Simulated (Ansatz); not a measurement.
`N[SiH](O)Cl` + HBr → `O[SiH](Cl)Br` + NH₃ at 600 K and 1 bar (ligand exchange at the Si–N bond).

Program: Ansatz. Geometries: PBE0-D4/def2-TZVP. ΔE: electronic, gas phase. CBS: MP2 limit from def2 TZ/QZ plus the TZ coupled-cluster correction, frozen cores. This one scheme is used for every species. For Br outer-core shells are correlated without core-valence functions, which leaves a few kJ/mol of doubt a bond. Scalar relativity is left out up to krypton. Each species was taken in one conformer, which may not be the lowest.

```json
{"species": "`N[SiH](O)Cl`", "CCSD(T)/CBS energy (Eh)": "-881.28474", "H − E (kJ/mol)": "187.5", "S (J/(mol·K))": "399.8"}
{"species": "HBr", "CCSD(T)/CBS energy (Eh)": "-2573.91920", "H − E (kJ/mol)": "33.5", "S (J/(mol·K))": "219.1"}
{"species": "`O[SiH](Cl)Br`", "CCSD(T)/CBS energy (Eh)": "-3398.70645", "H − E (kJ/mol)": "115.3", "S (J/(mol·K))": "399.3"}
{"species": "NH₃", "CCSD(T)/CBS energy (Eh)": "-56.50880", "H − E (kJ/mol)": "112.4", "S (J/(mol·K))": "219.5"}
```

H − E and S are ideal-gas, rigid-rotor, harmonic terms from PBE0-D4/def2-TZVP, for one conformer and one mirror image of each species. 1 Eh = 2625.50 kJ/mol, R = 8.31446 J/(mol·K).

Problem. By hand: ΔE, ΔH, ΔS and ΔG.

Solution. ΔE = (-3398.70645) + (-56.50880) − (-881.28474) − (-2573.91920) = -0.01131 Eh = -29.7 kJ/mol. Δ(H − E) = 115.3 + 112.4 − 187.5 − 33.5 = 6.7, so ΔH = -23.0 kJ/mol. ΔS = 399.3 + 219.5 − 399.8 − 219.1 = -0.1 J/(mol·K). ΔG = -23.0 − 600 × (-0.1)/1000 = -22.9 kJ/mol.

Problem. By hand: the equilibrium constant, and the temperature at which ΔG would vanish if ΔH and ΔS stayed fixed.

Solution. log₁₀ K = −ΔG/(RT ln 10) = 2.0. ΔG = 0 at ΔH/ΔS = 230000 K, far beyond where these terms or the molecules hold.

The number of gas molecules stays the same, so ΔS is small and ΔH decides. A doubt of 5 kJ/mol in ΔE shifts log₁₀ K by 0.4 here. Other conformers and mirror images would add mixing entropy, several J/(mol·K) or more a flexible species. These are equilibria of isolated gas molecules and say nothing of rates. Largest T1 diagnostic: 0.010 (customary marks: 0.02 for closed shells, 0.045 for open ones).
